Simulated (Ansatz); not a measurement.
## Energy profile

The step: GeH₃ + CH₄ → GeH₄ + CH₃; bonds formed: H1–Ge3; bonds broken: H1–C2 (atoms numbered as in the saddle structure below).

```
atom    x (Å)    y (Å)    z (Å)
  H1  -0.0327  -0.0477   0.0400
  C2  -0.8493  -1.1848   1.0494
 Ge3   0.7307   1.0190  -0.9028
  H4  -0.5293  -0.8106   2.0131
  H5  -1.8658  -0.9773   0.7411
  H6  -0.3877  -2.0928   0.6829
  H7  -0.2967   1.8775  -1.6602
  H8   1.6155   1.9371  -0.0424
  H9   1.6152   0.2794  -1.9211
```

Electronic energies by CCSD(T) at an estimated basis limit (MP2 extrapolated from triple and quadruple zeta, plus CCSD(T) − MP2 in triple zeta), on PBE0-D4/def2-TZVP structures; CH₇Ge, doublet; no counterpoise correction; spin–orbit coupling, which lowers free halogen atoms and radicals such as OH and SH, is left out. Program: Ansatz 0.2.0. Basis: def2-TZVPP and def2-QZVPP. Cores are frozen in the correlated methods; orbitals are unrestricted. Filled d shells of the heavier atoms are correlated. The def2 sets are not built for correlating such inner shells, so the correlated values are less sure here. Extrapolation: Hartree–Fock as exp(−7.88 √X), correlation as X^−2.97.

(1) Give the profile in eV, counted from the separated reactants. (To be estimated.)

T1 diagnostic: at most 0.014. ⟨S²⟩ of the unrestricted Hartree–Fock references: 0.75 to 0.77 (a pure state has 0.75).

## Answers

(1) Computed:
```json
{"point": "separated: CH₄ (H1, C2, H4, H5, H6; singlet) + GeH₃ (Ge3, H7, H8, H9; doublet)", "eV": "0.000"}
{"point": "start structure", "eV": "-0.037"}
{"point": "saddle", "eV": "1.170"}
{"point": "end structure", "eV": "0.917"}
{"point": "separated: GeH₄ (H1, Ge3, H7, H8, H9; singlet) + CH₃ (C2, H4, H5, H6; doublet)", "eV": "0.927"}
```

Radical steps of this kind take place in plasma deposition and etching.

For scale, one of the runs: CCSD(T)/def2-TZVPP, 177 basis functions, launched by `ansatz run in.yaml --threads 4 --pin off --events-out ev --progress --plain --max-ram 9574MiB`. Hardware: 4 CPU threads of an Arm Neoverse V1, shared host. Wall time 110 s; peak host memory 4.2 GiB.
